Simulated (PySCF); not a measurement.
## Correlation energy of Ba (barium, neutral)

[Xe] 6s1 7s1, high-spin 3S determinant (an excited configuration). All numbers are calculated (PySCF 2.14, scalar relativity by spin-free X2C-1e, in aug-cc-pVQZ-X2C (10s9p7d4f2g, 118 functions)). Frozen: [Xe]; 2 electrons correlated.

Total MP2 correlation energy: -2.06 mhartree.

Same-spin part -2.06 and opposite-spin part 0.00 mhartree; SCS-MP2 scales them by 1/3 and 6/5 to -0.69 mhartree.
